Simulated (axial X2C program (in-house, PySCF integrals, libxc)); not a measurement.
Curves of ONdS from open-shell CI on f(δφ)2 f(π)0

Calculated with an in-house all-electron X2C program for linear molecules (integrals from PySCF): two-component X2C with atomic mean-field Coulomb and Gaunt terms, basis O dyall-v3z, Nd dyall-v3z, S dyall-v3z (cores contracted in-house). Orbitals come from Hartree–Fock averaged over the configuration Nd f(δφ)2 f(π)0; CI then distributes these electrons over the f(δφ), f(π) shells of Nd.

Scan along the O–Nd bond with NdS moving as one mass, its bond held at 2.150 Å; masses O 15.995 u, Nd 141.908 u, S 31.972 u. Energies in cm⁻¹ from the lowest point; levels are followed by energy order within each Ω. Lowest level at 1.739 Å: 100% f(δφ)2.

| R (Å) | (1)Ω=4 | (1)Ω=5 | (1)Ω=6 | (1)Ω=0 | (1)Ω=1 |
| --- | --- | --- | --- | --- | --- |
| 1.617 | 2893 | 5177 | 7358 | 7872 | 9133 |
| 1.678 | 658 | 2940 | 5132 | 5653 | 6974 |
| 1.739 | 0 | 2279 | 4482 | 5000 | 6375 |
| 1.809 | 725 | 2990 | 5202 | 5687 | 7138 |
| 1.878 | 2573 | 4832 | 7055 | 7517 | 9021 |
| 1.956 | 5667 | 7916 | 10149 | 10564 | 12132 |
| 2.052 | 10473 | 12712 | 14957 | 15296 | 16939 |

Q: Fit the curves (1)Ω=4, (1)Ω=5, (1)Ω=6, (1)Ω=0, (1)Ω=1 near their minima.

A: From the open-shell CI curves, Te from the lowest:

```json
{"level": "(1)Ω=4", "Te (cm⁻¹)": "0", "Re (Å)": "1.739", "ωe (cm⁻¹)": "861.9"}
{"level": "(1)Ω=5", "Te (cm⁻¹)": "2277", "Re (Å)": "1.739", "ωe (cm⁻¹)": "860.0"}
{"level": "(1)Ω=6", "Te (cm⁻¹)": "4480", "Re (Å)": "1.739", "ωe (cm⁻¹)": "860.3"}
{"level": "(1)Ω=0", "Te (cm⁻¹)": "4994", "Re (Å)": "1.740", "ωe (cm⁻¹)": "854.1"}
{"level": "(1)Ω=1", "Te (cm⁻¹)": "6372", "Re (Å)": "1.736", "ωe (cm⁻¹)": "860.1"}
```

Without dynamic correlation distances can be off by several hundredths of an Å (long for ionic bonds, short for multiple bonds) and the wavenumbers are rough.

The 5 lowest curves are shown; the next is (2)Ω=1, from 12121 cm⁻¹.

Dynamic correlation is missing, so gaps between terms are too wide and other configurations may lie lower; the lowest level listed is that of this model, not necessarily the ground state. At most 6 roots were kept for each Ω > 0 (twice that for Ω = 0) within 3.5 eV of the lowest, so higher up levels can be missing between those listed; levels with Ω > 0 are doubly degenerate and listed once, Ω = 0 levels singly. States that fill the shells left empty in the average are placed too high. The molecule was held linear; bending was not examined.
